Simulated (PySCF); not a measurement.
AlF to AlF₃: adding ligands

Level: B3LYP in the def2-TZVP basis family, all electrons, no relativity, computed in PySCF with density fitting; open shells unrestricted.

Each entry is the lowest minimum that a search over a few typed start shapes (and spin states, where more than one is plausible) found, or that minimum re-optimised at the stated level; isomers with ligand–ligand bonds, or fragments after loss of a ligand pair, can lie lower.

| molecule | 2S+1 | point group | mean bond to Al (Å) | distinct angles (°) | atomisation (kJ/mol) | gap (eV) | lowest ω (cm⁻¹) |
| --- | --- | --- | --- | --- | --- | --- | --- |
| AlF | 1 | C∞v | 1.672 |  | 665 | 5.51 | 773 |
| AlF₂ | 2 | C2v | 1.653 | 120 | 1102 | – | 226 |
| AlF₃ | 1 | D3h | 1.634 | 120 | 1734 | 9.49 | 242 |

The bond shortens at every step; the largest change, -0.019 Å, falls between AlF₂ and AlF₃ among the members listed.

The shape changes along the series: C∞v for AlF; C2v for AlF₂; D3h for AlF₃.

Left out of the table are members whose search was unfinished or whose lowest solution was spin-contaminated, unstable, very soft or bonded differently.
